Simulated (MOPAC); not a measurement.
Input file for MOPAC: AM1 on CHClO (a complex), monomers drawn apart or pushed together.

```
AM1 1SCF PRECISE CHARGE=0 THREADS=1
CHClO

Cl    -0.03322094 1     0.05094674 1    -0.99541496 1
H     -0.02208516 1    -0.10406125 1     0.28305948 1
C      0.00007993 1    -0.42034159 1     2.89351608 1
O      0.00974167 1    -0.55502176 1     4.00803587 1
```

Program output:

```
*******************************************************************************
 **                                                                           **
 **                              MOPAC v23.2.5                                **
 **                                                                           **
 *******************************************************************************
 ** MOPAC's Digital Object Identifier: https://doi.org/10.5281/zenodo.6511958 **
 **                                                                           **
 ** Please cite the open-source release paper for use of this MOPAC version:  **
 ** J. E. Moussa and J. J. P. Stewart (2026)                                  **
 ** MOPAC: An open-source semiempirical molecular orbital program             **
 ** J. Open Source Softw., 11(119), 8025, https://doi.org/10.21105/joss.08025 **
 *******************************************************************************

                              AM1 CALCULATION RESULTS

 *******************************************************************************
 *  AM1        - The AM1 Hamiltonian to be used
 *
 *
 *
 *                 CHARGE ON SYSTEM = 0
 *
 *
 *
 *  PRECISE    - TIGHTER CRITERIA TO BE USED
 *  1SCF       - DO 1 SCF AND THEN STOP
 *  THREADS=1  - MULTI-THREADING NOT USED
 *  T=         - A TIME OF 172800.0 SECONDS REQUESTED
 *  DUMP=N     - RESTART FILE WRITTEN EVERY 7200.0 SECONDS REQUESTED
 *******************************************************************************
AM1 1SCF PRECISE CHARGE=0 THREADS=1
 CHClO

   ATOM   CHEMICAL          X               Y               Z
  NUMBER   SYMBOL      (ANGSTROMS)     (ANGSTROMS)     (ANGSTROMS)

     1      Cl         -0.03322094  *   0.05094674  *  -0.99541496  *
     2       H         -0.02208516  *  -0.10406125  *   0.28305948  *
     3       C          0.00007993  *  -0.42034159  *   2.89351608  *
     4       O          0.00974167  *  -0.55502176  *   4.00803587  *



          CARTESIAN COORDINATES

    NO.       ATOM           X           Y           Z

     1        Cl         -0.0332      0.0509     -0.9954
     2         H         -0.0221     -0.1041      0.2831
     3         C          0.0001     -0.4203      2.8935
     4         O          0.0097     -0.5550      4.0080

  H: (AM1): M.J.S. DEWAR ET AL, J. AM. CHEM. SOC. 107 3902-3909 (1985)
  C: (AM1): M.J.S. DEWAR ET AL, J. AM. CHEM. SOC. 107 3902-3909 (1985)
  O: (AM1): M.J.S. DEWAR ET AL, J. AM. CHEM. SOC. 107 3902-3909 (1985)
 Cl: (AM1): M.J.S. DEWAR AND E. G. ZOEBISCH, THEOCHEM, 180, 1 (1988).

           Empirical Formula: C H O Cl  =     4 atoms



      MOLECULAR POINT GROUP   :   C*v


      RHF CALCULATION, NO. OF DOUBLY OCCUPIED LEVELS = 9


 -------------------------------------------------------------------------------
 AM1 1SCF PRECISE CHARGE=0 THREADS=1
 CHClO



     1SCF WAS SPECIFIED, SO BFGS WAS NOT USED
     SCF FIELD WAS ACHIEVED


                              AM1 CALCULATION
                                                       MOPAC v23.2.5 Linux




          FINAL HEAT OF FORMATION =        -28.26659 KCAL/MOL =    -118.26743 KJ/MOL


          COSMO AREA              =        103.57 SQUARE ANGSTROMS
          COSMO VOLUME            =         79.83 CUBIC ANGSTROMS

          IONIZATION POTENTIAL    =         12.134074 EV
          HOMO LUMO ENERGIES (EV) =        -12.134  0.898
          NO. OF FILLED LEVELS    =          9
          MOLECULAR WEIGHT        =         64.4713         POINT GROUP:  C*v

          MOLECULAR DIMENSIONS (Angstroms)

            Atom       Atom       Distance
            O     4   Cl     1     5.04019
            C     3   Cl     1     0.00031
           Cl     1    H     2     0.00020


          SCF CALCULATIONS        =          1





   ATOM   CHEMICAL          X               Y               Z
  NUMBER   SYMBOL      (ANGSTROMS)     (ANGSTROMS)     (ANGSTROMS)

     1      Cl         -0.03322094  *   0.05094674  *  -0.99541496  *
     2       H         -0.02208516  *  -0.10406125  *   0.28305948  *
     3       C          0.00007993  *  -0.42034159  *   2.89351608  *
     4       O          0.00974167  *  -0.55502176  *   4.00803587  *

                             CARTESIAN COORDINATES

   1   Cl       -0.033220940     0.050946740    -0.995414960
   2    H       -0.022085160    -0.104061250     0.283059480
   3    C        0.000079930    -0.420341590     2.893516080
   4    O        0.009741670    -0.555021760     4.008035870


           Empirical Formula: C H O Cl  =     4 atoms



      MOLECULAR POINT GROUP   :   C*v


                  EIGENVALUES
 -42.90383 -36.77658 -22.44360 -17.31267 -17.31267 -16.51824 -13.48137 -12.13407
 -12.13407   0.89806   0.89806   2.15032   5.02520


              NET ATOMIC CHARGES AND DIPOLE CONTRIBUTIONS

  ATOM NO.   TYPE          CHARGE      No. of ELECS.   s-Pop       p-Pop
    1         Cl          -0.187091        7.1871     1.98026     5.20683
    2          H           0.184793        0.8152     0.81521
    3          C           0.147773        3.8522     1.81093     2.04130
    4          O          -0.145475        6.1455     1.87497     4.27050
 DIPOLE           X         Y         Z       TOTAL
 POINT-CHG.     0.004    -0.049     0.399     0.402
 HYBRID         0.012    -0.173     1.427     1.437
 SUM            0.016    -0.221     1.826     1.839


          ATOMIC ORBITAL ELECTRON POPULATIONS

     Atom    s        px        py        pz
    1 Cl   1.98026   1.99994   1.98851   1.21838
    2  H   0.81521
    3  C   1.81093   0.53070   0.53713   0.97346
    4  O   1.87497   1.46932   1.46735   1.33382

 **********************
 *                    *
 * JOB ENDED NORMALLY *
 *                    *
 **********************




 == MOPAC DONE ==
```

The run finished.

Cost: about 0.03 core-seconds (a rough figure).
